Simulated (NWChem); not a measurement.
System: BaO; SMILES [O]=[Ba]

Input file for NWChem:

```
start job
memory heap 200 mb stack 900 mb global 1100 mb
geometry units angstroms noautosym nocenter noautoz
  Ba     0.000000     0.000000    -0.196189
  O      0.000000     0.000000     1.772650
end
basis spherical
  * library def2-svpd
end
ecp
  Ba library def2-ecp
end
dft
  xc bhlyp
  iterations 150
  vectors input atomic output neutral.movecs
end
task dft energy
charge 1
dft
  odft
  mult 2
  vectors input atomic output cation.movecs
end
task dft energy
charge -1
dft
  odft
  mult 2
  vectors input atomic output anion.movecs
end
task dft energy
```

Parts of the log:

```
             Northwest Computational Chemistry Package (NWChem) 7.3.0
             --------------------------------------------------------

                             Geometry "geometry" -> ""
                             -------------------------

 Output coordinates in angstroms (scale by  1.889725989 to convert to a.u.)

  No.       Tag          Charge          X              Y              Z
 ---- ---------------- ---------- -------------- -------------- --------------
    1 Ba                  56.0000     0.00000000     0.00000000    -0.19618900
    2 O                    8.0000     0.00000000     0.00000000     1.77265000

 Effective nuclear repulsion energy (a.u.)     120.4117795065

                                 NWChem DFT Module
                                 -----------------

 Summary of "ao basis" -> "ao basis" (spherical)
 ------------------------------------------------------------------------------
       Tag                 Description            Shells   Functions and Types
 ---------------- ------------------------------  ------  ---------------------
 Ba                        def2-svpd                10       26   4s4p2d
 O                         def2-svpd                 9       23   4s3p2d

            General Information
            -------------------
          SCF calculation type: DFT
          Wavefunction type:  closed shell.
          No. of atoms     :     2
          No. of electrons :    18
           Alpha electrons :     9
            Beta electrons :     9
          Charge           :     0
          Spin multiplicity:     1
          Use of symmetry is: off; symmetry adaption is: off
          Maximum number of iterations: 150
          AO basis - number of functions:    49
                     number of shells:    19
          Convergence on energy requested:  1.00D-06
          Convergence on density requested:  1.00D-05
          Convergence on gradient requested:  5.00D-04

              XC Information
              --------------
                        BHLYP Method XC Functional
                     Hartree-Fock (Exact) Exchange  0.500
                        Slater Exchange Functional  0.500 local
                    Becke 1988 Exchange Functional  0.500 non-local
              Lee-Yang-Parr Correlation Functional  1.000

             Grid Information
             ----------------
          Grid used for XC integration:  medium
          Radial quadrature: Mura-Knowles
          Angular quadrature: Lebedev.
          Tag              B.-S. Rad. Rad. Pts. Rad. Cut. Ang. Pts.
          ---              ---------- --------- --------- ---------
          Ba                  2.15      123          14.0       590
          O                   0.60       49          12.0       434
          Grid pruning is: on
          Number of quadrature shells:   172
          Spatial weights used:  Erf1

      Superposition of Atomic Density Guess
      -------------------------------------

 Sum of atomic energies:        -102.17845349

      Non-variational initial energy
      ------------------------------

 Total energy =     -99.605316
 1-e energy   =    -186.000074
 2-e energy   =      64.892654
 HOMO         =      -0.407248
 LUMO         =      -0.142994

   convergence    iter        energy       DeltaE   RMS-Dens  Diis-err
 ---------------- ----- ----------------- --------- --------- ---------
 d= 0,ls=0.0,diis     1   -100.1381519654 -1.22D+02  8.37D-02  2.43D+00
 d= 0,ls=0.0,diis     2    -92.4160382180  7.72D+00  8.16D-02  2.04D+01
 d= 0,ls=0.0,diis     3   -100.4048859334 -7.99D+00  1.45D-02  4.56D-01
 d= 0,ls=0.0,diis     4   -100.4812200572 -7.63D-02  2.17D-03  8.44D-03
 d= 0,ls=0.0,diis     5   -100.4819529219 -7.33D-04  5.46D-04  4.33D-03
  Resetting Diis
 d= 0,ls=0.0,diis     6   -100.4823732873 -4.20D-04  2.42D-04  5.14D-04
 d= 0,ls=0.0,diis     7   -100.4824324157 -5.91D-05  2.29D-04  3.60D-05
 d= 0,ls=0.0,diis     8   -100.4824160939  1.63D-05  1.50D-04  1.96D-04
 d= 0,ls=0.0,diis     9   -100.4824374979 -2.14D-05  2.91D-05  1.96D-07
 d= 0,ls=0.0,diis    10   -100.4824376702 -1.72D-07  2.17D-05  5.63D-08
 d= 0,ls=0.0,diis    11   -100.4824377143 -4.42D-08  1.56D-06  1.68D-10

         Total DFT energy =     -100.482437714315
      One electron energy =     -190.070674244625
           Coulomb energy =       80.346469577004
    Exchange-Corr. energy =      -12.260336530004
 Nuclear repulsion energy =       21.502103483310

 Numeric. integr. density =       17.999990181095

                       DFT Final Molecular Orbital Analysis
                       ------------------------------------

 Vector    7  Occ=2.000000D+00  E=-2.440312D-01
              MO Center=  3.0D-09,  4.0D-09,  1.5D+00, r^2= 1.4D+00
   Bfn.  Coefficient  Atom+Function         Bfn.  Coefficient  Atom+Function
  ----- ------------  ---------------      ----- ------------  ---------------
    32      0.408314  2 O  py                31      0.377902  2 O  px
    35      0.305187  2 O  py                34      0.282456  2 O  px
    18      0.172931  1 Ba d -1              20     -0.160051  1 Ba d  1
    38      0.117558  2 O  py                37      0.108802  2 O  px
     6     -0.080499  1 Ba py                 5     -0.074503  1 Ba px

 Vector    8  Occ=2.000000D+00  E=-2.440312D-01
              MO Center= -1.1D-08,  1.0D-08,  1.5D+00, r^2= 1.4D+00
   Bfn.  Coefficient  Atom+Function         Bfn.  Coefficient  Atom+Function
  ----- ------------  ---------------      ----- ------------  ---------------
    31      0.408314  2 O  px                32     -0.377902  2 O  py
    34      0.305187  2 O  px                35     -0.282456  2 O  py
    20     -0.172931  1 Ba d  1              18     -0.160051  1 Ba d -1
    37      0.117558  2 O  px                38     -0.108802  2 O  py
     5     -0.080499  1 Ba px                 6      0.074503  1 Ba py

 Vector    9  Occ=2.000000D+00  E=-2.128295D-01
              MO Center= -5.2D-09, -1.3D-09,  1.1D+00, r^2= 2.6D+00
   Bfn.  Coefficient  Atom+Function         Bfn.  Coefficient  Atom+Function
  ----- ------------  ---------------      ----- ------------  ---------------
    33      0.551026  2 O  pz                36      0.416218  2 O  pz
    19     -0.409094  1 Ba d  0              30      0.256868  2 O  s
     2      0.207448  1 Ba s                  7      0.189752  1 Ba pz
     3     -0.167932  1 Ba s                 10      0.167706  1 Ba pz
    39      0.055218  2 O  pz                 1     -0.052611  1 Ba s

 Vector   10  Occ=0.000000D+00  E=-3.469718D-02
              MO Center= -1.8D-08,  1.0D-08, -1.5D+00, r^2= 1.0D+01
   Bfn.  Coefficient  Atom+Function         Bfn.  Coefficient  Atom+Function
  ----- ------------  ---------------      ----- ------------  ---------------
     4      0.744334  1 Ba s                  2     -0.379462  1 Ba s
     3      0.369339  1 Ba s                 13     -0.210657  1 Ba pz
    16     -0.178786  1 Ba pz                30     -0.126968  2 O  s
    19     -0.098513  1 Ba d  0               7      0.097577  1 Ba pz
    10      0.091625  1 Ba pz                 1      0.082523  1 Ba s

 Vector   11  Occ=0.000000D+00  E= 5.510403D-03
              MO Center= -8.8D-09,  7.4D-09, -1.1D+00, r^2= 2.0D+01
   Bfn.  Coefficient  Atom+Function         Bfn.  Coefficient  Atom+Function
  ----- ------------  ---------------      ----- ------------  ---------------
    15      0.623873  1 Ba py                14      0.546073  1 Ba px
    23     -0.248932  1 Ba d -1              25      0.217889  1 Ba d  1
    18     -0.092741  1 Ba d -1              38      0.092514  2 O  py
     6     -0.091489  1 Ba py                20      0.081176  1 Ba d  1
    37      0.080977  2 O  px                 5     -0.080080  1 Ba px

 Vector   12  Occ=0.000000D+00  E= 5.510403D-03
              MO Center= -3.0D-08,  2.6D-08, -1.1D+00, r^2= 2.0D+01
   Bfn.  Coefficient  Atom+Function         Bfn.  Coefficient  Atom+Function
  ----- ------------  ---------------      ----- ------------  ---------------
    14      0.623873  1 Ba px                15     -0.546073  1 Ba py
    25      0.248932  1 Ba d  1              23      0.217889  1 Ba d -1
    20      0.092741  1 Ba d  1              37      0.092514  2 O  px
     5     -0.091489  1 Ba px                18      0.081176  1 Ba d -1
    38     -0.080977  2 O  py                 6      0.080080  1 Ba py

     Multipole analysis of the density
     ---------------------------------

     L   x y z        total         alpha         beta         nuclear
     -   - - -        -----         -----         ----         -------
     0   0 0 0     -0.000000     -9.000000     -9.000000     18.000000

     1   1 0 0      0.000000      0.000000      0.000000      0.000000
     1   0 1 0     -0.000000     -0.000000     -0.000000      0.000000
     1   0 0 1     -3.298799    -13.194973    -13.194973     23.091148

     2   2 0 0    -19.402134     -9.701067     -9.701067      0.000000
     2   1 1 0     -0.000000     -0.000000     -0.000000      0.000000
     2   1 0 1      0.000000      0.000000      0.000000      0.000000
     2   0 2 0    -19.402134     -9.701067     -9.701067      0.000000
     2   0 1 1     -0.000000     -0.000000     -0.000000      0.000000
     2   0 0 2    -34.498211    -62.821610    -62.821610     91.145008

                                 NWChem DFT Module
                                 -----------------

            General Information
            -------------------
          SCF calculation type: DFT
          Wavefunction type:  spin polarized.
          No. of atoms     :     2
          No. of electrons :    17
           Alpha electrons :     9
            Beta electrons :     8
          Charge           :     1
          Spin multiplicity:     2
          Use of symmetry is: off; symmetry adaption is: off
          Maximum number of iterations: 150
          AO basis - number of functions:    49
                     number of shells:    19
          Convergence on energy requested:  1.00D-06
          Convergence on density requested:  1.00D-05
          Convergence on gradient requested:  5.00D-04

              XC Information
              --------------
                        BHLYP Method XC Functional
                     Hartree-Fock (Exact) Exchange  0.500
                        Slater Exchange Functional  0.500 local
                    Becke 1988 Exchange Functional  0.500 non-local
              Lee-Yang-Parr Correlation Functional  1.000

             Grid Information
             ----------------
          Grid used for XC integration:  medium
          Radial quadrature: Mura-Knowles
          Angular quadrature: Lebedev.
          Tag              B.-S. Rad. Rad. Pts. Rad. Cut. Ang. Pts.
          ---              ---------- --------- --------- ---------
          Ba                  2.15      123          14.0       590
          O                   0.60       49          12.0       434
          Grid pruning is: on
          Number of quadrature shells:   172
          Spatial weights used:  Erf1

      Superposition of Atomic Density Guess
      -------------------------------------

 Sum of atomic energies:        -102.17845349

 Renormalizing density from      18.00 to     17

      Non-variational initial energy
      ------------------------------

 Total energy =     -96.281988
 1-e energy   =    -175.666736
 2-e energy   =      57.882645
 HOMO         =      -0.847588
 LUMO         =      -0.338807

   convergence    iter        energy       DeltaE   RMS-Dens  Diis-err
 ---------------- ----- ----------------- --------- --------- ---------
 d= 0,ls=0.0,diis     1    -99.8285033405 -1.21D+02  3.93D-02  7.64D-01
                                                     2.95D-02  9.78D-01
 d= 0,ls=0.5,diis     2    -97.2692871644  2.56D+00  1.88D-02  5.88D+00
                                                     1.24D-02  4.35D+00
 d= 0,ls=0.5,diis     3    -99.5688028509 -2.30D+00  6.84D-03  1.50D+00
                                                     4.46D-03  1.10D+00
 d= 0,ls=0.5,diis     4    -99.9910601339 -4.22D-01  5.59D-03  5.41D-01
                                                     3.96D-03  3.99D-01
 d= 0,ls=0.5,diis     5   -100.1989711739 -2.08D-01  3.05D-03  9.10D-02
                                                     2.20D-03  6.71D-02
  Resetting Diis
 d= 0,ls=0.5,diis     6   -100.2449703431 -4.60D-02  1.46D-03  1.21D-02
                                                     1.15D-03  9.18D-03
 d= 0,ls=0.5,diis     7   -100.2536038471 -8.63D-03  8.77D-04  2.12D-03
                                                     7.35D-04  1.73D-03
 d= 0,ls=0.5,diis     8   -100.2556168954 -2.01D-03  4.23D-04  8.70D-04
                                                     3.92D-04  8.08D-04
 d= 0,ls=0.5,diis     9   -100.2561720042 -5.55D-04  2.67D-04  1.61D-04
                                                     2.81D-04  1.94D-04
 d= 0,ls=0.5,diis    10   -100.2563620610 -1.90D-04  1.41D-04  2.39D-05
                                                     1.61D-04  3.80D-05
 d= 0,ls=0.5,diis    11   -100.2564177272 -5.57D-05  7.20D-05  9.47D-06
                                                     9.01D-05  1.35D-05
 d= 0,ls=0.5,diis    12   -100.2564361831 -1.85D-05  3.68D-05  3.45D-06
                                                     4.66D-05  4.39D-06
 d= 0,ls=0.5,diis    13   -100.2564416525 -5.47D-06  1.95D-05  1.21D-06
                                                     2.42D-05  1.46D-06
 d= 0,ls=0.5,diis    14   -100.2564432917 -1.64D-06  1.03D-05  3.79D-07
                                                     1.29D-05  4.76D-07
 d= 0,ls=0.5,diis    15   -100.2564437876 -4.96D-07  5.35D-06  1.17D-07
                                                     7.03D-06  1.56D-07

         Total DFT energy =     -100.256443940406
      One electron energy =     -184.855092865804
           Coulomb energy =       75.133068748560
    Exchange-Corr. energy =      -12.036523306472
 Nuclear repulsion energy =       21.502103483310

 Numeric. integr. density =       16.999990190553

                    DFT Final Alpha Molecular Orbital Analysis
                    ------------------------------------------

 Vector    7  Occ=1.000000D+00  E=-5.968768D-01
              MO Center=  6.6D-10,  3.7D-09,  1.2D+00, r^2= 1.9D+00
   Bfn.  Coefficient  Atom+Function         Bfn.  Coefficient  Atom+Function
  ----- ------------  ---------------      ----- ------------  ---------------
    33      0.627633  2 O  pz                36      0.451196  2 O  pz
     7      0.328779  1 Ba pz                19     -0.250311  1 Ba d  0
     2      0.232585  1 Ba s                 10      0.231604  1 Ba pz
    30      0.102197  2 O  s                 13     -0.079795  1 Ba pz
     3     -0.074345  1 Ba s                 29     -0.069348  2 O  s

 Vector    8  Occ=1.000000D+00  E=-5.715670D-01
              MO Center= -1.2D-09, -7.5D-10,  1.6D+00, r^2= 1.0D+00
   Bfn.  Coefficient  Atom+Function         Bfn.  Coefficient  Atom+Function
  ----- ------------  ---------------      ----- ------------  ---------------
    32      0.448304  2 O  py                31      0.425215  2 O  px
    35      0.317993  2 O  py                34      0.301616  2 O  px
    18      0.117787  1 Ba d -1              20     -0.111721  1 Ba d  1
     6     -0.088066  1 Ba py                 5     -0.083530  1 Ba px
    38      0.061155  2 O  py                37      0.058005  2 O  px

[...]
```

Level: BHandHLYP/def2-SVPD with def2 effective core potentials on Ba, vertical spin-unrestricted ions. Geometry: optimised at PBE0-D3(BJ)/def2-TZVP. def2 effective core potentials on Ba; no spin-orbit coupling.
